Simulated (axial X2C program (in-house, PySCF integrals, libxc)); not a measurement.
# Working with the constants of SiTe

A bond curve at the PBE0 level, two-component, was computed with an axial X2C code built on PySCF integrals (basis Te dyall-cv3z [11s12p8d4f1g], Si dyall-v3z [8s7p2d1f] (cores contracted in-house)) for the state Ω = 0 (closed shell). Its fit gives Re = 2.2762 Å, ωe = 491.6 cm⁻¹, ωexe = 1.16 cm⁻¹ and αe = 4.805e-04 cm⁻¹; the masses are 129.9062 and 27.9769 u. Two-component means X2C with spin–orbit coupling and atomic mean-field Coulomb and Gaunt terms.

Question: Find the reduced mass, Be and the force constant.

Answer: From the PBE0 values: μ = 23.0194 u. Be = 16.8576/(μ Re²) = 0.1413 cm⁻¹. k = 5.8918×10⁻⁷ μ ωe² = 3.28 mdyn/Å.

Question: Estimate De from a Morse curve and compare with the computed well depth of 4.344 eV to Te + Si.

Answer: De(Morse) = ωe²/(4ωexe) = 6.458 eV against 4.344 eV computed, a ratio of 1.49. The extrapolation overshoots: the well softens faster than a Morse curve, or the lowest atomic limit lies below the one to which the curve heads.

Question: Where do the fundamental and the first overtone lie?

Answer: ν(1←0) = ωe − 2ωexe = 489.3 cm⁻¹; ν(2←0) = 2ωe − 6ωexe = 976.2 cm⁻¹.

Question: A Morse curve ties αe to the other constants (Pekeris). How well does that hold?

Answer: αe(Morse) = 6Be²/ωe × (√(ωexe/Be) − 1) = 4.547e-04 cm⁻¹; the PBE0 curve gives 4.805e-04 cm⁻¹, a ratio of 0.95.

Question: Estimate the centrifugal constant by the Kratzer relation.

Answer: D = 4Be³/ωe² = 4.67e-08 cm⁻¹.

The state is one determinant whose occupation by symmetry is held fixed; it was picked as the lowest of a PBE0 search that is not exhaustive. De is counted from the lowest determinant-based energies of the atoms at the same level, without counterpoise correction. A 2c atom that is not at its ground J level misses part of its spin–orbit lowering, and De is too large by that part (0.04 eV or less for light atoms). This holds for PBE0. The functionals have no current-density term, which raises determinants with orbital currents, atoms included.
